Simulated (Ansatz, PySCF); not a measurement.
Potential energy curve for LiNa, singlet.

Computed with: UHF/def2-TZVP (Ansatz, a first-principles code); RHF/def2-TZVP (Ansatz); UKS-CAM-B3LYP = Ansatz with unrestricted CAM-B3LYP/def2-TZVP; RKS-CAM-B3LYP = restricted CAM-B3LYP/def2-TZVP run with Ansatz; UKS-BLYP = unrestricted BLYP/def2-TZVP (Ansatz); RKS-BLYP = restricted BLYP/def2-TZVP (Ansatz); UKS-PBE = unrestricted PBE/def2-TZVP (Ansatz); RKS-PBE = restricted PBE/def2-TZVP in Ansatz; UKS-B3LYP/6-31G* = unrestricted B3LYP/6-31G*, spherical d run with PySCF; RKS-B3LYP/6-31G* = PySCF 2.14.0 with restricted B3LYP/6-31G*, spherical d; UKS-B3LYP/LANL2DZ = unrestricted B3LYP/LANL2DZ, with its core potentials past Ne (PySCF); RKS-B3LYP/LANL2DZ = restricted B3LYP/LANL2DZ, with its core potentials past Ne in PySCF; UKS-BP86/6-31G* = unrestricted BP86/6-31G*, spherical d run with PySCF; RKS-BP86/6-31G* = restricted BP86/6-31G*, spherical d run with PySCF 2.14.0.

Scanned distances (Å): 2.31, 2.48, 2.61, 2.76, 2.85, 2.93, 3.04, 3.05, 3.25, 3.37, 3.61, 3.88, 4.44, 4.89, 5.37, 5.89, 6.37, 7.09, 7.87, 8.84.

**Question.** Where does the unrestricted solution first break spin symmetry (<S²> of 0.01 or more)?

**Answer.** UHF: already at 2.31 Å; UKS-CAM-B3LYP: between 3.61 and 3.88 Å; UKS-BLYP: between 3.88 and 4.44 Å; UKS-PBE: between 3.61 and 3.88 Å; UKS-B3LYP/6-31G*: between 3.88 and 4.44 Å; UKS-B3LYP/LANL2DZ: between 3.61 and 3.88 Å; UKS-BP86/6-31G*: between 3.37 and 3.61 Å.

| R / Å | <S²> UHF | E(RHF) − E(UHF) / mEh | <S²> UKS-CAM-B3LYP | E(RKS-CAM-B3LYP) − E(UKS-CAM-B3LYP) / mEh | <S²> UKS-BLYP | E(RKS-BLYP) − E(UKS-BLYP) / mEh | <S²> UKS-PBE | E(RKS-PBE) − E(UKS-PBE) / mEh | <S²> UKS-B3LYP/6-31G* | E(RKS-B3LYP/6-31G*) − E(UKS-B3LYP/6-31G*) / mEh | <S²> UKS-B3LYP/LANL2DZ | E(RKS-B3LYP/LANL2DZ) − E(UKS-B3LYP/LANL2DZ) / mEh | <S²> UKS-BP86/6-31G* | E(RKS-BP86/6-31G*) − E(UKS-BP86/6-31G*) / mEh |
|---|---|---|---|---|---|---|---|---|---|---|---|---|---|---|
| 2.31 | 0.30 | 1.3 | 0.00 | 0.0 | 0.00 | 0.0 | 0.00 | 0.0 | 0.00 | 0.0 | 0.00 | 0.0 | 0.00 | 0.0 |
| 2.48 | 0.24 | 0.7 | 0.00 | 0.0 | 0.00 | 0.0 | 0.00 | 0.0 | 0.00 | 0.0 | 0.00 | 0.0 | 0.00 | 0.0 |
| 2.61 | 0.19 | 0.4 | 0.00 | 0.0 | 0.00 | 0.0 | 0.00 | 0.0 | 0.00 | 0.0 | 0.00 | 0.0 | 0.00 | 0.0 |
| 2.76 | 0.25 | 0.7 | 0.00 | 0.0 | 0.00 | 0.0 | 0.00 | 0.0 | 0.00 | 0.0 | 0.00 | 0.0 | 0.00 | 0.0 |
| 2.85 | 0.30 | 1.0 | 0.00 | 0.0 | 0.00 | 0.0 | 0.00 | 0.0 | 0.00 | 0.0 | 0.00 | 0.0 | 0.00 | 0.0 |
| 2.93 | 0.34 | 1.4 | 0.00 | 0.0 | 0.00 | 0.0 | 0.00 | 0.0 | 0.00 | 0.0 | 0.00 | 0.0 | 0.00 | 0.0 |
| 3.04 | 0.40 | 2.1 | 0.00 | 0.0 | 0.00 | 0.0 | 0.00 | 0.0 | 0.00 | 0.0 | 0.00 | 0.0 | 0.00 | 0.0 |
| 3.05 | 0.41 | 2.1 | 0.00 | 0.0 | 0.00 | 0.0 | 0.00 | 0.0 | 0.00 | 0.0 | 0.00 | 0.0 | 0.00 | 0.0 |
| 3.25 | 0.51 | 3.7 | 0.00 | 0.0 | 0.00 | 0.0 | 0.00 | 0.0 | 0.00 | 0.0 | 0.00 | 0.0 | 0.00 | 0.0 |
| 3.37 | 0.57 | 4.9 | 0.00 | 0.0 | 0.00 | 0.0 | 0.00 | 0.0 | 0.00 | 0.0 | 0.00 | 0.0 | 0.00 | 0.0 |
| 3.61 | 0.67 | 7.8 | 0.00 | 0.0 | 0.00 | 0.0 | 0.00 | 0.0 | 0.00 | 0.0 | 0.00 | 0.0 | 0.03 | 0.0 |
| 3.88 | 0.76 | 11.6 | 0.31 | 0.7 | 0.00 | 0.0 | 0.11 | 0.1 | 0.00 | 0.0 | 0.12 | 0.1 | 0.16 | 0.2 |
| 4.44 | 0.88 | 20.9 | 0.68 | 5.2 | 0.16 | 0.1 | 0.45 | 1.4 | 0.52 | 1.6 | 0.57 | 2.2 | 0.47 | 1.8 |
| 4.89 | 0.94 | 28.7 | 0.84 | 10.4 | 0.57 | 1.2 | 0.67 | 3.4 | 0.75 | 4.5 | 0.77 | 5.2 | 0.68 | 3.8 |
| 5.37 | 0.97 | 36.7 | 0.92 | 16.2 | 0.81 | 3.2 | 0.84 | 6.0 | 0.88 | 8.1 | 0.89 | 8.9 | 0.83 | 6.4 |
| 5.89 | 0.98 | 44.6 | 0.97 | 22.1 | 0.92 | 5.7 | 0.94 | 8.9 | 0.95 | 11.9 | 0.95 | 12.7 | 0.92 | 9.1 |
| 6.37 | 0.99 | 51.0 | 0.98 | 27.0 | 0.97 | 7.6 | 0.98 | 11.4 | 0.98 | 14.9 | 0.98 | 15.8 | 0.96 | 11.3 |
| 7.09 | 1.00 | 59.0 | 1.00 | 32.9 | 0.99 | 9.8 | 0.99 | 14.4 | 0.99 | 18.4 | 0.99 | 19.4 | 0.99 | 13.8 |
| 7.87 | 1.00 | 65.8 | 1.00 | 37.7 | 1.00 | 11.3 | 1.00 | 16.3 | 1.00 | 21.0 | 1.00 | 22.1 | 1.00 | 15.5 |
| 8.84 | 1.00 | 72.2 | 1.00 | 41.9 | 1.00 | 12.3 | 1.00 | 17.6 | 1.00 | 23.0 | 1.00 | 24.1 | 1.00 | 16.7 |
